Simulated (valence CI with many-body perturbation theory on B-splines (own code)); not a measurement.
**Tl⁹⁺: what the settings do**

Computed by configuration interaction combined with many-body perturbation theory (CI+MBPT): four valence electrons over a frozen Dirac-Fock core [Xe] 4f14, a basis of 6 s, 6 p, 5 d, 5 f, 1 g functions for each j, with the one-electron correlation potential Σ1, the two-electron term Σ2, the three-electron term Σ3, Breit, model QED; selected CI, second order for the rest, scaled by the run's own slope (own B-spline code, finite nucleus).

No measured spectrum was set against this ion. As an estimate, terms of the open shell hold to 2 to 4 % of their energy, and close levels can change places. Only levels of the ground parity were solved; by the run's estimate the other parity begins above the list, which can be wrong where configurations are misplaced.

The reference run has the lowest level (5d3/2^4) J=0 and an ionisation energy of 158.408 eV. Its largest variational space holds 9998 state functions.

Levels are named by their leading jj configuration (3d3/2^4 stands for four electrons in 3d with j = 3/2), which in mixed levels can hold well under half, so a name can repeat and another be missing. Letters in brackets count levels of one name in rising energy.

Changed runs:
A. Breit term on → off
B. correlating orbitals by l 3 3 3 3 1 → 1 1 2 3 0; highest l in the core sums 6 → 4
C. lowest core n in screening and Σ2 4 → 2; scale of Σ1 1 → 0; scale of Σ2 1 → 0; three-electron term on → off
D. correlating orbitals by l 3 3 3 3 1 → 2 2 1 1 0; natural orbitals for correlation on → off (bad on purpose)

Excitation energies of the reference run in cm⁻¹, and shifts in cm⁻¹:

| Level | Reference | A | B | C | D |
| --- | --- | --- | --- | --- | --- |
| (5d3/2^3 5d5/2) J=1 | 14443 | +416 | -89 | -1008 | -507 |
| (5d3/2^3 5d5/2) J=2 | 23899 | +594 | +12 | -1324 | -524 |
| (5d3/2^3 5d5/2) J=3 | 29368 | +622 | +183 | -1267 | -289 |
| (5d3/2^3 5d5/2) J=4 | 29704 | +497 | +482 | -548 | +228 |
| (5d3/2^2 5d5/2^2) J=0 | 42466 | +750 | +106 | -2584 | +37 |
| (5d3/2^2 5d5/2^2) J=4 [a] | 44454 | +841 | +532 | -1141 | +14 |
| (5d3/2^2 5d5/2^2) J=3 [a] | 48701 | +729 | +850 | -784 | +553 |
| (5d3/2^2 5d5/2^2) J=2 [a] | 49426 | +657 | +866 | -1551 | +942 |
| (5d3/2^2 5d5/2^2) J=5 | 52927 | +859 | +1042 | -435 | +537 |
| (5d3/2^2 5d5/2^2) J=1 | 54780 | +838 | +629 | -2753 | +646 |
| (5d3/2^2 5d5/2^2) J=6 | 56856 | +906 | +1241 | -223 | +721 |
| (5d3/2^2 5d5/2^2) J=4 [b] | 61336 | +885 | +1108 | -763 | +841 |
| Ionisation energy (eV) | 158.408 | +0.064 | +0.084 | -2.952 | -0.117 |
